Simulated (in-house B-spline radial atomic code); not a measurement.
The numbers below are computed, except where a source is named.
**Tc in an electron gas of r_s = 2.07: phase shifts, screening, friction and resistivity**

A nucleus sits in a uniform electron gas with a rigid positive background. The Kohn-Sham equations are solved self-consistently in the spin-unpolarised LDA (PW92), non-relativistic, on B-splines with outgoing waves at the boundary and partial waves to l = 8. The model has no lattice, no bands and no magnetic solution. Atomic units; δ_l are the phase shifts at the Fermi level, counted so that each bound state adds π, and good to about 0.0005.

The density parameter is r_s = 2.07 bohr, near that of the valence electrons of Al (3 per atom, density 2.7 g/cm³, mass 26.98 u, which gives r_s = 2.07).

```json
{"l": "0", "δ_l (rad)": "11.8611"}
{"l": "1", "δ_l (rad)": "9.2527"}
{"l": "2", "δ_l (rad)": "5.4906"}
{"l": "3", "δ_l (rad)": "0.0496"}
{"l": "4", "δ_l (rad)": "0.0102"}
{"l": "5", "δ_l (rad)": "0.0016"}
{"l": "6", "δ_l (rad)": "0.0001"}
{"l": "7", "δ_l (rad)": "-0.0003"}
{"l": "8", "δ_l (rad)": "-0.0003"}
```

Bound levels below the band bottom (hartree): s -17.39, p -14.29, d -8.589, s -1.863, p -0.9727 and deeper ones.

(1) Check the Friedel sum rule, and say where the screening charge sits.

(2) Find the transport cross section and the electronic stopping of a 5 keV Tc ion (mass 97.91 u).

(3) What residual resistivity would 1 atomic per cent of such centres give in Al?

(4) On a substitutional site the background of one host ion, a sphere holding 3 charges, is taken out. The phase shifts for l = 0 to 4 become 11.4974, 8.9298, 4.9836, -0.0370, -0.0099. What follows?

## Answers

(1) k_F = (9π/4)^(1/3)/r_s = 0.92713. The rule is Z = (2/π) Σ (2l + 1) δ_l. The terms are s 7.551, p 17.671, d 17.477, f 0.221 and 0.064 beyond, in all 42.985 against Z = 43. Bound states hold 8 s, 18 p, 10 d electrons, so the scattering states carry 6.98 in all; where a term is smaller than its bound count, the bound level has drawn weight out of the band.

(2) σ_tr = (4π/k_F²) Σ (l + 1) sin²(δ_l − δ_(l+1)). The terms for l = 0 to 3 are 0.2584, 0.6762, 1.6700, 0.0062, all together 2.6111, so σ_tr = 14.619 × 2.6111 = 38.173 bohr². With n = 3/(4π r_s³) = 0.02692, the friction coefficient is Q = n k_F σ_tr = 0.9526. For v well below v_F = 0.927, dE/dx = Q v; with 24801 eV per u at v = 1, v = √(5000/(24801 × 97.91)) = 0.0454, so dE/dx = 0.04322 hartree/bohr = 22.2 eV/nm. The largest term couples the d and f waves.

(3) Δρ = k_F n_i σ_tr/n in atomic units of 21.74 μΩ·cm. With one host atom per 3 electrons, n_i/n = 0.01/3, so Δρ = 0.9271 × 0.00333 × 38.173 × 21.74 = 2.56 μΩ·cm. This is an atom added to the gas, as on an interstitial site.

(4) The Friedel sum is now 39.99, for Z − 3 = 40. The sum in σ_tr is 4.0604, so σ_tr = 59.36 bohr² and Δρ = 3.99 μΩ·cm per atomic per cent, 1.56 times the value above. A real host ion scatters too, so this model doesn't give zero even for the host's own atom.
